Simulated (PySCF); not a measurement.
H2MgO, SMILES [OH][MgH].

The structure is a stationary point at B3LYP-D3(BJ)/def2-TZVPD.

All values below come from B3LYP-D3(BJ)/def2-TZVPD (PySCF).

Frequencies are harmonic and unscaled.

Modes within 1.5 cm⁻¹ of each other (mostly degenerate sets) share a row, with their intensities summed.

| mode | ν (cm⁻¹) | IR (km/mol) | Raman (Å⁴/amu) | depolarisation | moving atoms (share of kinetic energy) |
|---|---|---|---|---|---|
| 1–2 | 114 | 353.4 | 1.7 | 0.75 | H 83 %, O 15 % |
| 3–4 | 336 | 411.0 | 9.1 | 0.75 | H 88 %, Mg 11 % |
| 5 | 769 | 88.8 | 13.5 | 0.07 | O 56 %, Mg 38 % |
| 6 | 1666 | 152.2 | 217.5 | 0.06 | H 96 % |
| 7 | 4021 | 80.3 | 157.9 | 0.18 | H 94 % |
